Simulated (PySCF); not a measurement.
In(H)(OMe)2 (C₂H₇InO₂), SMILES [InH]([O]C)[O]C. Atoms are numbered in the order given.

```xyz
12

In    -0.4570     0.0639     0.3958
H     -1.4640    -0.0578     1.7580
O      1.3015    -0.8477     0.0922
C      1.9414    -1.6969     1.0038
H      1.3569    -1.9105     1.9239
H      2.1638    -2.6743     0.5322
H      2.9092    -1.2675     1.3312
O     -0.7982     1.1459    -1.2391
C      0.1120     1.1686    -2.3153
H      1.0109     0.5453    -2.1509
H     -0.3815     0.8109    -3.2397
H      0.4508     2.2054    -2.5054
```
Charge 0, spin multiplicity 1.

Coordinates come from a r2SCAN-D4/def2-SVP optimisation. The structure was generated by enumeration; whether it is a known compound was not checked. The def2 effective core potentials stand for the cores of In; spin–orbit coupling is left out. The values are those of a single conformer.

Computed with PBE/def2-TZVP (PySCF).

ESP charges are fitted to the potential on shells at 1.4 to 2.0 van der Waals radii. Atomic charges (e):

```
atom  Mulliken  ESP fit
----  --------  -------
In1       0.68     0.82
H2       -0.04    -0.15
O3       -0.44    -0.31
C4       -0.20    -0.28
H5        0.09     0.07
H6        0.11     0.11
H7        0.11     0.11
O8       -0.44    -0.53
C9       -0.21     0.13
H10       0.13    -0.03
H11       0.11     0.03
H12       0.11     0.03
```
